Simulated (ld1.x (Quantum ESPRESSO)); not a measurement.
What one change does to a pseudopotential (Cr, TM)

chromium, norm-conserving Troullier–Martins (Kleinman–Bylander form), made with ld1.x (Quantum ESPRESSO) 7.5 (LDA (PZ), scalar-relativistic). Core [Ne], reference 3s2 3p6 3d5 4s1 4p0. Waves: 3s (bound): rc 1.10 bohr; 3p (bound): rc 1.35 bohr; 3d (bound): rc 2.20 bohr. Local part: all-electron potential smoothed inside 0.95 bohr (lloc = -1). Core correction: none.

Occupied shells without a wave of their own: 4s. They enter only through the test configuration that unscreens the potential.

Change: wave 3p (bound): rc 1.35 bohr becomes 3p (bound): rc 1.96 bohr.

Cutoffs: the cutoffs (Ry, on a coarse ladder) from which the occupation-weighted sum of valence levels, in a spherical-Bessel basis at the reference potential, stays within 10 and 1 mRy of its value at 400 Ry; they do not see the model core or the augmentation charge, which bear on the density cutoff. Errors are all-electron minus pseudo energies relative to the spin-unpolarised reference configuration.

**Question.** Predict the effect on cutoff, ghosts and configuration errors.

**Answer.** The potential gets neither clearly harder nor softer (110 Ry and 160 Ry → 110 Ry and 160 Ry); of the 9 tests that both files solve, the error grows in 0 and shrinks in 3 by more than 15 % and 0.3 meV (median size 193.8 → 194.6 meV); the range in which the p phases agree narrows (upper end at the end of the scan → 0.7); neither file shows a bound ghost. That the errors move this way runs against the usual rule that smaller radii transfer better.

| quantity | base | changed |
| --- | --- | --- |
| cutoff, loose | 110 Ry | 110 Ry |
| cutoff, tight | 160 Ry | 160 Ry |
| loose cutoff by channel (10 mRy a level) | s 90 Ry, p 45 Ry, d 45 Ry | s 90 Ry, p 40 Ry, d 45 Ry |
| bound ghosts | none | none |
| largest miss of a reference level, eV | 0.12 | 0.12 |
| error for 3s2 3p6 3d5 4s0 4p0, meV [ΔE 7.14 eV] | -161 | -161 |
| error for 3s2 3p6 3d4 4s0 4p0, meV [ΔE 23.48 eV] | -288 | -289 |
| error for 3s2 3p6 3d3 4s0 4p0, meV [ΔE 54.51 eV] | -194 | -209 |
| error for 3s2 3p5 3d5 4s1 4p0, meV [ΔE 51.47 eV] | -291 | -231 |
| error for 3s2 3p6 3d4 4s1 4p1, meV [ΔE 3.61 eV] | +52 | +4.6 |
| error for 3s2 3p6 3d5.5 4s0.5 4p0, meV [ΔE 0.72 eV] | -53 | -53 |
| error for 3s2 3p6 3d6 4s0 4p0, meV [ΔE 1.72 eV] | -94 | -94 |
| error for 3s2 3p6 3d5 4s1 4p0 (spin-polarised), meV [ΔE -4.92 eV] | +363 | +321 |
| error for 3s2 3p6 3d5 4s0 4p0 (spin-polarised), meV [ΔE 2.68 eV] | +240 | +195 |
| s: phases at 2.41 bohr within 0.05 rad from the reference energy up to (Ry; the scan ends near 5) | -0.4 | -0.4 |
| p: phases at 2.41 bohr within 0.05 rad from the reference energy up to (Ry; the scan ends near 5) | to the end of the scan | 0.7 |
| d: phases at 2.41 bohr within 0.05 rad from the reference energy up to (Ry; the scan ends near 5) | 1.3 | 1.3 |

Base: The 4s level has no wave, so the channel is fitted at the deeper level alone: the likely source of the large errors. Changed file: The 4s level has no wave, so the channel is fitted at the deeper level alone: the likely source of the large errors.
